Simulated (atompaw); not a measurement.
## u(r) = r·R(r): atom against pseudo-atom (cerium (Ce))

Columns: radius, all-electron u(r) and pseudo u(r) of the 5d shell (level -23.62 eV) of cerium in the configuration [Kr] 4d10 4f1 5s2 5p6 5d0 6s0 6p0; PBEsol, scalar-relativistic, PAW (atompaw) scheme, atompaw 4.2.0.5.

```tsv
r (bohr)	all-electron	pseudo
0.098	0.1615	0.0005
0.196	0.2008	0.0038
0.294	0.0077	0.0125
0.392	-0.2036	0.0289
0.490	-0.3251	0.0543
0.588	-0.3435	0.0896
0.687	-0.2828	0.1353
0.785	-0.1752	0.1896
0.883	-0.0457	0.2513
0.981	0.0885	0.3182
1.079	0.2169	0.3878
1.177	0.3333	0.4571
1.275	0.4348	0.5235
1.373	0.5203	0.5842
1.471	0.5898	0.6371
1.569	0.6441	0.6807
1.667	0.6845	0.7139
1.765	0.7124	0.7364
1.863	0.7292	0.7486
1.962	0.7364	0.7513
2.060	0.7354	0.7460
2.158	0.7275	0.7341
2.256	0.7139	0.7173
2.354	0.6958	0.6970
2.452	0.6740	0.6742
2.550	0.6496	0.6496
```

(1) How many radial nodes do the two functions have?

(2) Is the pseudo-wave norm-conserving?

Answers

(1) The all-electron 5d function has n − l − 1 = 2; the pseudo-wave has 0, since the states of the same l below it are removed with the core.

(2) No, it belongs to a PAW set: the norm inside the radius is not constrained, and the difference is carried by the augmentation charge.
